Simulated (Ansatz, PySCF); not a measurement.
C₃H₆NO, SMILES O=CN([CH2])C, multiplicity 2. Atoms are numbered in the order given.

```xyz
11

C     -1.4313     0.3775     0.0000
N     -0.0608     0.3656     0.0000
C      0.6654     1.6137     0.0000
C      0.6203    -0.8332     0.0000
O      0.0893    -1.9182     0.0000
H     -1.9442     1.3361     0.0000
H     -1.9358    -0.5857     0.0000
H      0.4242     2.2100     0.8944
H      1.7444     1.4083     0.0000
H      0.4242     2.2100    -0.8944
H      1.7248    -0.6837     0.0000
```
Charge 0, spin multiplicity 2.

Coordinates come from a PBE0-D3(BJ)/def2-SVP optimisation. The isomer is the one that the SMILES or the coordinates give; other isomers of the formula were not compared. The values are those of a single conformer.

Two levels are set side by side: PBE-D3(BJ)/def2-SVP (Ansatz, an electronic-structure program) and PBE0-D3(BJ)/def2-SVP (Ansatz). Each level has its own optimised geometry; the coordinates shown are those of the second. Frequencies come from the Hessian of PySCF at each geometry. Differences are taken from unrounded values.

| quantity | PBE0-D3(BJ) |
|---|---|
| mean bond length (Å) | 1.199 |
| bond C1–N2 (Å) | 1.371 |
| bond N2–C3 (Å) | 1.444 |
| bond N2–C4 (Å) | 1.379 |
| bond C4–O5 (Å) | 1.208 |
| bond C1–H6 (Å) | 1.087 |
| bond C1–H7 (Å) | 1.087 |
| bond C3–H8 (Å) | 1.102 |
| bond C3–H9 (Å) | 1.098 |
| bond C3–H10 (Å) | 1.102 |
| bond C4–H11 (Å) | 1.115 |
| highest harmonic wavenumber (cm⁻¹) | 3365 |
| mean harmonic wavenumber (cm⁻¹) | 1441 |
| zero-point energy (kcal/mol) | 55.63 |

Problem. What does PBE-D3(BJ) give, and how far is it from PBE0-D3(BJ)? (The exact figures need the calculation; the answer reports its results.)

Solution. 
| quantity | PBE-D3(BJ) | PBE-D3(BJ) minus PBE0-D3(BJ) |
|---|---|---|
| mean bond length (Å) | 1.209 | 0.010 |
| bond C1–N2 (Å) | 1.372 | 0.002 |
| bond N2–C3 (Å) | 1.455 | 0.011 |
| bond N2–C4 (Å) | 1.399 | 0.020 |
| bond C4–O5 (Å) | 1.222 | 0.014 |
| bond C1–H6 (Å) | 1.095 | 0.008 |
| bond C1–H7 (Å) | 1.096 | 0.008 |
| bond C3–H8 (Å) | 1.110 | 0.008 |
| bond C3–H9 (Å) | 1.107 | 0.008 |
| bond C3–H10 (Å) | 1.110 | 0.008 |
| bond C4–H11 (Å) | 1.124 | 0.010 |
| highest harmonic wavenumber (cm⁻¹) | 3272 | -94 |
| mean harmonic wavenumber (cm⁻¹) | 1393 | -48 |
| zero-point energy (kcal/mol) | 53.77 | -1.86 |

Exact exchange shortens and stiffens bonds; PBE has none. Differences between two approximate levels are no errors against the true value.
